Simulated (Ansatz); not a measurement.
Start from `[SiH3][O][Cd][SH]` and change one atom or group to get `[SiH3][O][Cd][Cl]`.

Ansatz, PBE0-D4/def2-TZVP geometries, multiplicity 1. Each molecule was computed in one conformer, which needn't be the lowest.

Elements past krypton have def2 core potentials.

| property | `[SiH3][O][Cd][SH]` |
| --- | --- |
| HOMO energy (ωB97M-V/def2-TZVPP) / eV | -9.76 |
| size of the dipole moment (ωB97M-V/def2-TZVPP) / D | 1.41 |
| HOMO energy (PBE0/def2-TZVPP) / eV | -7.57 |
| HOMO–LUMO gap (PBE0/def2-TZVPP) / eV | 5.85 |
| HOMO–LUMO gap (ωB97M-V/def2-TZVPP) / eV | 9.77 |
| size of the dipole moment (PBE/def2-TZVPP) / D | 1.49 |

Question: Give the same properties after the change, and the shifts. (An estimate is asked.)

Answer: Ansatz gave: 
| property | `[SiH3][O][Cd][Cl]` | shift |
| --- | --- | --- |
| HOMO energy (ωB97M-V/def2-TZVPP) / eV | -10.63 | -0.87 |
| size of the dipole moment (ωB97M-V/def2-TZVPP) / D | 0.01 | -1.40 |
| HOMO energy (PBE0/def2-TZVPP) / eV | -8.33 | -0.76 |
| HOMO–LUMO gap (PBE0/def2-TZVPP) / eV | 6.23 | 0.38 |
| HOMO–LUMO gap (ωB97M-V/def2-TZVPP) / eV | 10.34 | 0.57 |
| size of the dipole moment (PBE/def2-TZVPP) / D | 0.03 | -1.46 |

With PBE0 the HOMO falls by 0.76 eV and the LUMO falls by 0.38 eV, so the gap widens by about 0.38 eV. PBE moves the HOMO by -0.54 eV and ωB97M-V by -0.87 eV.

Positive LUMOs are unbound, so they and the gaps depend on the basis.
